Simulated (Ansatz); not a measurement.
Geometry optimisation, RKS PBE0-D4/6-31G in Ansatz 0.2.0.

Input:

```yaml
crystal:
  periodic: [false, false, false]
  atoms:
    - { symbol: "N", position_ang: [-1.7694, 1.4256, 0.3299] }
    - { symbol: C, position_ang: [-1.0415, 0.6118, -0.2588] }
    - { symbol: C, position_ang: [0.1076, 0.0081, 0.4679] }
    - { symbol: "N", position_ang: [1.344, 0.9704, 0.3719] }
    - { symbol: Si, position_ang: [0.6066, -1.7113, -0.1348] }
    - { symbol: H, position_ang: [-2.5332, 1.8122, -0.3446] }
    - { symbol: H, position_ang: [-1.1507, 0.37, -1.3214] }
    - { symbol: H, position_ang: [-0.0909, -0.0438, 1.5354] }
    - { symbol: H, position_ang: [0.9682, 1.8578, 0.8416] }
    - { symbol: H, position_ang: [1.4617, 1.1823, -0.5785] }
    - { symbol: H, position_ang: [0.9946, -1.6393, -1.5291] }
    - { symbol: H, position_ang: [-0.5478, -2.6076, -0.0164] }
    - { symbol: H, position_ang: [1.6713, -2.271, 0.6516] }
basis:
  gaussian: { orbitals: "6-31G" }
hamiltonian:
  xc: pbe0
  dispersion: d4
relax:
  f_tol: 0.02
  max_steps: 40
```

Run as:

```bash
$ ansatz run input.yaml --threads 1 --pin off --max-ram 2048MiB --backend cpu --events-out ev --progress --plain --runs-dir out
```

**Question.** Where does it end, and by what steps?

**Answer.** The forces met the threshold. Limits of this set-up: no polarisation functions. After 17 steps the energy has fallen by 0.659 eV; H7 moved furthest, 0.93 Å.

| step | energy less start (eV) | largest force component (eV/Å) | accepted |
| --- | --- | --- | --- |
| 0 | 0.0000 | 3.815 | yes |
| 1 | -0.4165 | 1.391 | yes |
| 2 | -0.4822 | 1.051 | yes |
| 3 | -0.5376 | 0.974 | yes |
| 4 | -0.5818 | 0.351 | yes |
| 5 | -0.6086 | 0.399 | yes |
| 6 | -0.6184 | 0.934 | yes |
| 7 | -0.6374 | 0.235 | yes |
| 8 | -0.6472 | 0.185 | yes |
| 9 | -0.6515 | 0.253 | yes |
| 10 | -0.6550 | 0.243 | yes |
| 11 | -0.6569 | 0.207 | yes |
| 12 | -0.6584 | 0.074 | yes |
| 13 | -0.6583 | 0.090 | no |
| 14 | -0.6589 | 0.025 | yes |
| 15 | -0.6590 | 0.026 | yes |
| 16 | -0.6590 | 0.024 | yes |
| 17 | -0.6591 | 0.009 | yes |

```xyz
13
Properties=species:S:1:pos:R:3
N -2.200 0.712 0.327
C -1.044 0.784 -0.220
C 0.174 0.219 0.448
N 1.409 0.938 0.200
Si 0.470 -1.628 -0.069
H -2.956 1.111 -0.240
H -0.851 1.240 -1.205
H -0.025 0.184 1.527
H 1.511 1.842 0.633
H 1.827 0.859 -0.713
H 1.102 -1.617 -1.439
H -0.814 -2.404 -0.133
H 1.418 -2.273 0.898
```

The run took 65 s on 1 thread of Arm Neoverse V2 (shared host), peak memory 0.15 GiB.
